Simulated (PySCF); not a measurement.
# What a mistake does to a calculation on AlBH6NSi

All numbers below are calculated, not measured. The program is PySCF 2.14.0, an open-source quantum chemistry code, run on an isolated molecule that a program drew, which may never have been made. The molecule is AlBH6NSi (charge 0, doublet), drawn as the SMILES string `B[N]([AlH])[SiH3]`.

Each row is a Hartree-Fock (HF) and frozen-core CCSD(T) single point in the cc-pV(D+d)Z basis, meant for a local HF minimum. Run 1 is clean. Each other run has one planted mistake out of seven kinds, and not every kind appears here: one electron removed, one electron added, multiplicity raised by two, geometry at a saddle point, minimal basis STO-3G, one bond length entered in bohr, all coordinates scaled. The reference is restricted for singlets and unrestricted otherwise, and also for a bond in bohr. Adding or removing an electron swaps singlet and doublet. Electrons count all cores. HOMO and LUMO are orbital energies over both spins, the gradient is its largest component, and the lowest frequency (negative if imaginary) is given only where the gradient is small. Bond lengths are over the 9 bonds as drawn. T1 is the CCSD diagnostic: over 0.02 (restricted) or 0.045 (unrestricted) a single reference is doubtful.

Geometry of the clean run:
```xyz
10
AlBH6NSi, angstrom
B    -1.6391   -0.6928   -0.8725
N    -1.2912   -0.9421    0.4840
Al    0.2057   -0.1216    1.1354
Si   -2.3484   -2.0188    1.3879
H    -0.9620    0.0352   -1.5553
H    -2.6152   -1.2027   -1.3660
H     0.5705   -0.4178    2.6561
H    -2.3965   -3.3583    0.7603
H    -3.7245   -1.4772    1.4479
H    -1.8286   -2.1557    2.7663
```

| run | electrons | basis functions | <S^2> | HOMO (eV) | LUMO (eV) | gradient (hartree/bohr) | lowest frequency (cm^-1) | mean bond (Å) | longest bond (Å) | T1 | HF (hartree) | CCSD(T) (hartree) | mistake |
|---|---|---|---|---|---|---|---|---|---|---|---|---|---|
| 1 | 45 | 104 | 0.755 | -8.44 | 0.99 | 1.5e-05 | 50 | 1.4947 | 1.827 | 0.0147 | -613.52897 | -613.99679 | no fault |
| 2 | 45 | 104 | 0.753 | -8.24 | 1.08 | 4.2e-02 | - | 1.4065 | 1.719 | 0.0131 | -613.49279 | -613.95316 | all coordinates scaled |
| 3 | 45 | 34 | 0.757 | -5.12 | 7.15 | 3.4e-02 | - | 1.4947 | 1.827 | 0.0186 | -606.25356 | -606.46548 | minimal basis STO-3G |
| 4 | 46 | 104 | 0.000 | -0.42 | 6.49 | 4.6e-02 | - | 1.4947 | 1.827 | 0.0166 | -613.51424 | -614.01885 | one electron added |
| 5 | 45 | 104 | 1.540 | -8.19 | 1.30 | 2.3e-02 | - | 1.6354 | 2.688 | 0.0596 | -613.34909 | -613.80642 | one bond length entered in bohr |
| 6 | 44 | 104 | 0.000 | -15.91 | -7.01 | 5.1e-02 | - | 1.4947 | 1.827 | 0.0165 | -613.24452 | -613.70956 | ? |

**Which mistake was planted in run 6, and what did it cost?**

It counts 44 electrons, one fewer than the clean run, at the same geometry and basis. So the mistake is: one electron removed. Subtracting run 1 and multiplying by 627.51 kcal/mol a hartree, the energy moved by 178.5 kcal/mol in HF and 180.2 kcal/mol in CCSD(T).

Cautions from the logs. Run 5: T1 is over the limit, so its CCSD(T) energy is less reliable.
